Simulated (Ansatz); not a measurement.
A nudged elastic band was laid between two geometries of C$_{2}$H$_{8}$AlFSi (13 atoms, charge 0, multiplicity 1).

All numbers below come from Ansatz, RKS PBE0-D4/STO-3G.

- movable images: 5
- climbing image: yes
- spring: 5.0 eV/Å²
- optimiser: quadratic models (default)
- start path: IDPP
- force threshold: 0.05 eV/Å
- iteration limit: 60
- end points: relaxed

Initial state:

```xyz
13
Properties=species:S:1:pos:R:3
F -2.145 1.281 0.604
C -0.818 0.790 0.576
Al -0.562 -0.964 1.413
C -0.318 0.692 -0.913
Si 1.288 -0.269 -0.909
H -0.168 1.551 1.071
H 0.246 -1.069 2.672
H -1.323 -2.133 0.866
H -0.209 1.680 -1.379
H -1.062 0.140 -1.503
H 1.566 -1.003 -2.120
H 1.094 -1.257 0.164
H 2.429 0.527 -0.526
```

Final state:

```xyz
13
Properties=species:S:1:pos:R:3
F -2.146 1.280 0.602
C -0.819 0.790 0.576
Al -0.561 -0.964 1.414
C -0.317 0.692 -0.913
Si 1.289 -0.269 -0.909
H -0.169 1.551 1.072
H -1.323 -2.133 0.868
H 0.247 -1.068 2.672
H -0.208 1.681 -1.378
H -1.062 0.141 -1.504
H 1.565 -1.003 -2.120
H 1.095 -1.257 0.163
H 2.430 0.526 -0.527
```

Question: What changes between the two ends?

Answer: No bond is made or broken. The dihedral F1–C2–Al3–H8 goes from 60 to -113°. The two ends are copies of one structure, up to a mirror image or an exchange of like atoms.

Question: What energy profile does the band end with?

Answer: The forces met the threshold. The highest image is number 3 of 0 to 6, 0.136 eV above the ends, which have the same energy within 2 meV. A vibrational analysis at the climbing image gives one clearly imaginary mode, 69i cm⁻¹: a first-order saddle point. Limits of this set-up: minimal basis.

```
image  path coordinate (Å)  energy (eV)  dihedral F1–C2–Al3–H8 (°)
    0                 0.00        0.000                         60
    1                 1.27        0.081                         45
    2                 2.53        0.117                         16
    3                 3.80        0.136                        -21
    4                 4.92        0.125                        -56
    5                 6.04        0.081                        -87
    6                 7.15        0.000                       -113
```

Question: What is the geometry of the highest image?

Answer: 
```xyz
13
Properties=species:S:1:pos:R:3
F -2.176 1.189 0.113
C -0.930 0.575 0.410
Al -1.136 -0.992 1.552
C -0.187 0.276 -0.942
Si 1.675 0.097 -0.775
H -0.311 1.336 0.948
H -0.058 -2.033 1.574
H -2.374 -1.138 2.385
H -0.385 1.108 -1.634
H -0.606 -0.619 -1.422
H 2.250 -0.290 -2.041
H 2.012 -0.900 0.212
H 2.247 1.357 -0.365
```

Question: What are the harmonic wavenumbers there?

Answer: 69i, 72, 116, 169, 257, 280, 390, 594, 615, 640, 713, 753, 869, 957, 975, 1075, 1125, 1129, 1145, 1203, 1227, 1377, 1424, 1485, 1708, 2506, 2556, 2682, 2736, 2737, 3216, 3366, 3473 cm⁻¹.

Run time: 2.4 min on 1 thread of Arm Neoverse V1, on a shared host, peak memory 0.12 GiB.
